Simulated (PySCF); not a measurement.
# XPS shifts beside NMR shieldings

Species: N-tert-butylformamide, C₅H₁₁NO.
Geometry (PBE0-D3(BJ)/def2-SVP, Å), atoms numbered from 1 in this order:
```xyz
18
C5H11NO angstrom
C     -0.5604    0.4022    1.3353
C     -0.3029    0.1883   -0.1583
C     -1.1492   -0.9734   -0.6848
C     -0.6235    1.4636   -0.9325
N      1.1210   -0.0949   -0.3810
C      1.8099   -1.1351    0.1404
O      1.3694   -1.9936    0.8733
H      0.0416    1.2417    1.7152
H     -1.6228    0.6298    1.5103
H     -0.2947   -0.5018    1.8995
H     -2.2192   -0.7662   -0.5319
H     -0.8904   -1.9013   -0.1573
H     -0.9752   -1.1219   -1.7616
H     -0.4397    1.3308   -2.0108
H     -1.6818    1.7307   -0.8021
H     -0.0157    2.3094   -0.5728
H      1.6376    0.5391   -0.9770
H      2.8801   -1.1232   -0.1867
```

Binding energies: delta-SCF UKS SCAN, pcX-2 on the ionised atom, pcseg-1 elsewhere, spin-free X2C (PySCF). Shieldings: GIAO PBE0/pcSseg-1, non-relativistic, same geometry.

| atom | C 1s (eV) |
| --- | --- |
| C1 | 290.40 |
| C2 | 291.90 |
| C6 | 293.52 |

Question: What are the absolute isotropic shieldings of these atoms?

Answer: 
```json
{"atom": "C1", "environment": "methyl carbon", "C 1s (eV)": "290.40", "isotropic shielding (ppm)": "156.6"}
{"atom": "C2", "environment": "sp3 carbon bound to nitrogen", "C 1s (eV)": "291.90", "isotropic shielding (ppm)": "134.4"}
{"atom": "C6", "environment": "amide carbonyl carbon", "C 1s (eV)": "293.52", "isotropic shielding (ppm)": "23.2"}
```

Question: Among the listed atoms, is the one with the highest binding energy also the least shielded?

Answer: Yes: C6 has both (293.52 eV, 23.2 ppm).

By binding energy: C1 < C2 < C6. By shielding: C6 < C2 < C1.

Of atoms equivalent by bonding only the ionised one is listed; its partners' own values can differ in this conformer. Isolated species at its PBE0-D3(BJ)/def2-SVP geometry (one conformer only).
